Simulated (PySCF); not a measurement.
Compound: C3H12B2N2.
Geometry (GFN2-xTB, Å), atoms numbered from 1 in this order:
```xyz
19
C3H12B2N2 angstrom
C     -3.226   -0.321   -0.198
C     -2.041    0.241   -0.343
C     -0.808   -0.481   -0.791
N      0.307   -0.253    0.125
B      1.723   -0.885   -0.231
N      2.440    0.525   -0.106
B      1.013    1.172    0.155
H     -3.387   -1.366   -0.409
H     -4.088    0.238    0.124
H     -1.890    1.290   -0.126
H     -1.006   -1.555   -0.879
H     -0.506   -0.108   -1.775
H      0.004   -0.532    1.051
H      1.750   -1.294   -1.345
H      2.092   -1.657    0.594
H      3.088    0.603    0.666
H      2.911    0.844   -0.943
H      0.941    1.691    1.223
H      0.673    1.856   -0.754
```

PySCF, density fitting, gas phase, GFN2-xTB geometry. The standard run uses grid level 2 after a coarse-grid start, the def2-universal JK fitting basis (with tight functions added where the orbital basis needs them), an energy threshold of 1e-9 Eh and DIIS. The changed runs have no coarse-grid stage.

Q: Standard PBE0/pcSseg-1: E = -280.417210 Eh, HOMO -7.751 eV, LUMO 0.091 eV, dipole 0.223 D, 14 cycles (coarse-grid cycles included). What changes at PBE0/pcSseg-1 with: grid level 1?

A: E = -280.417148 Eh (+0.062 mEh), HOMO -7.751 eV (0.000), LUMO 0.091 eV (0.000), dipole 0.223 D (0.000), 10 SCF cycles. Of the changed settings only the grid enters the energy expression; the total energy moves by 0.04 kcal/mol.

The cycles:
```
cycle   1  E = -280.3652684262  dE =  7.448e-01  |g| = 4.099e-01  |ddm| = 3.654e+00
cycle   2  E = -280.3796296029  dE = -1.436e-02  |g| = 3.783e-01  |ddm| = 7.721e-01
cycle   3  E = -280.4163559578  dE = -3.673e-02  |g| = 5.819e-02  |ddm| = 3.638e-01
cycle   4  E = -280.4169694206  dE = -6.135e-04  |g| = 2.826e-02  |ddm| = 6.610e-02
cycle   5  E = -280.4171415045  dE = -1.721e-04  |g| = 5.127e-03  |ddm| = 2.119e-02
cycle   6  E = -280.4171454688  dE = -3.964e-06  |g| = 3.495e-03  |ddm| = 6.914e-03
cycle   7  E = -280.4171484177  dE = -2.949e-06  |g| = 2.816e-04  |ddm| = 2.560e-03
cycle   8  E = -280.4171484357  dE = -1.796e-08  |g| = 1.154e-04  |ddm| = 3.582e-04
cycle   9  E = -280.4171484390  dE = -3.273e-09  |g| = 2.259e-05  |ddm| = 1.209e-04
cycle  10  E = -280.4171484390  dE = -8.606e-11  |g| = 1.072e-05  |ddm| = 2.138e-05
```
